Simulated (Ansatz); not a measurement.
Total energies of the cluster MgTe2 from Ansatz at PBE-D4/def2-TZVP, gas phase (1 Eh = 27.2114 eV = 2625.5 kJ/mol). The reference geometry is relaxed at PBE-D4/def2-TZVP.

Cartesian coordinates in Å:
```
Mg -0.596 -1.054 -0.733
Te 0.022 -0.197 1.633
Te 0.574 1.252 -0.901
```

```json
{"state": "charge 0 singlet", "geometry": "reference", "energy (Eh)": "-736.05783"}
{"state": "charge 1 doublet", "geometry": "reference", "energy (Eh)": "-735.80674"}
{"state": "charge 1 doublet", "geometry": "relaxed at PBE-D4/def2-TZVP", "energy (Eh)": "-735.81219"}
{"state": "charge 0 triplet", "geometry": "relaxed at PBE-D4/def2-TZVP", "energy (Eh)": "-736.05619"}
{"state": "charge 0 quintet", "geometry": "relaxed at PBE-D4/def2-TZVP", "energy (Eh)": "-735.99104"}
{"state": "free Mg atom (singlet)", "geometry": "–", "energy (Eh)": "-199.94297"}
{"state": "free Te atom (triplet)", "geometry": "–", "energy (Eh)": "-267.97310"}
```

In the def2 sets Te takes a core potential; there is no spin–orbit coupling.

Problem. Work out the vertical ionisation energy to the doublet.

Solution. E(charge 1 doublet) − E(charge 0 singlet) = -735.80674 − (-736.05783) = 0.25109 Eh = 6.83 eV. For comparison, −ε of the highest occupied level is 4.32 eV at this level, 2.51 eV less.

Problem. How much does the charge 1 doublet relax, and what is the adiabatic ionisation energy?

Solution. Relaxation: -735.80674 − (-735.81219) = 0.00545 Eh = 0.15 eV. Adiabatic ionisation energy: 0.24564 Eh = 6.68 eV, without zero-point energy. 

Problem. Which of the charge 0 states is lowest, and how far above it are the others?

Solution. The singlet, but by less than the method's error, so the order isn't settled. triplet: -736.05619 − (-736.05783) = 0.00164 Eh = 4.3 kJ/mol; quintet: -735.99104 − (-736.05783) = 0.06679 Eh = 175.4 kJ/mol.

Problem. What is the binding energy per atom against free atoms?

Solution. Atoms: 1 × (-199.94297) + 2 × (-267.97310) = -735.88917 Eh. Binding: -735.88917 − (-736.05783) = 0.16866 Eh = 4.59 eV, or 1.53 eV for each of 3 atoms (no zero-point energy, no counterpoise term).

The structure comes from a short search, and lower isomers may exist.
